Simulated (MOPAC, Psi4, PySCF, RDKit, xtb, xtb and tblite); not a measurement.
Two geometries of SMILES CC(C)(C)CCC=O, relaxed at GFN2-xTB with one dihedral held; other torsions can differ between them too.

Structure A

```
22

C      1.1148     0.3105     1.5922
C      0.7856     0.0542     0.1199
C      1.0478    -1.4150    -0.2175
C      1.6913     0.9310    -0.7518
C     -0.6705     0.4403    -0.1943
C     -1.7401    -0.3165     0.6065
C     -3.1020     0.0505     0.0866
O     -3.4756    -0.1278    -1.0387
H      0.5571    -0.3587     2.2424
H      0.8792     1.3369     1.8652
H      2.1748     0.1454     1.7719
H      0.7491    -1.6323    -1.2404
H      2.1077    -1.6375    -0.1166
H      0.5044    -2.0780     0.4512
H      1.5368     1.9845    -0.5293
H      2.7376     0.6946    -0.5722
H      1.4808     0.7698    -1.8065
H     -0.7951     1.5105    -0.0103
H     -0.8601     0.2636    -1.2552
H     -1.6052    -1.3889     0.4526
H     -1.6678    -0.0915     1.6690
H     -3.7705     0.5278     0.8317
```

Structure B

```
22

C      1.0916     0.3335     1.5891
C      0.7760     0.0490     0.1193
C      1.0586    -1.4219    -0.1923
C      1.6758     0.9250    -0.7596
C     -0.6835     0.4111    -0.2122
C     -1.7467    -0.3842     0.5630
C     -3.0885     0.1193     0.1215
O     -3.7243    -0.3202    -0.7948
H      0.5389    -0.3320     2.2473
H      0.8424     1.3613     1.8442
H      2.1522     0.1836     1.7780
H      0.7709    -1.6593    -1.2139
H      2.1203    -1.6297    -0.0798
H      0.5163    -2.0787     0.4828
H      1.5025     1.9797    -0.5573
H      2.7236     0.7083    -0.5655
H      1.4789     0.7417    -1.8134
H     -0.8307     1.4762    -0.0131
H     -0.8505     0.2485    -1.2793
H     -1.6623    -1.4425     0.3170
H     -1.6270    -0.2348     1.6349
H     -3.4454     1.0062     0.6844
```

Task: Which is lower in energy at the level B3LYP-D3(BJ)/def2-SVP // GFN2-xTB in Psi4 1.11, and by how much?

Result: B is lower, by 1.60 kJ/mol (dihedral C5–C6–C7–O8: 60° in A, 90° in B).

E(B) − E(A) in kJ/mol at the other levels, on the same two geometries: GFN2-xTB (xtb and tblite) -2.54; MMFF94 // GFN2-xTB (RDKit) -3.45; B3LYP/def2-SVP // GFN2-xTB (Psi4) -1.59; PBE/def2-SVP // GFN2-xTB (Psi4) -1.58; PBE-D3(BJ)/def2-SVP // GFN2-xTB (Psi4) -1.59; UFF // GFN2-xTB (RDKit) 4.73; PM6, restricted, heats of formation // GFN2-xTB (MOPAC) -0.18; PM7, restricted, heats of formation // GFN2-xTB (MOPAC) 0.02; GFN1-xTB // GFN2-xTB (xtb) -0.52; restricted B3LYP/6-31G*, spherical d, density fitting // GFN2-xTB (PySCF) -2.00; restricted MP2 (frozen core)/6-31G*, spherical d // GFN2-xTB (PySCF) -2.07.
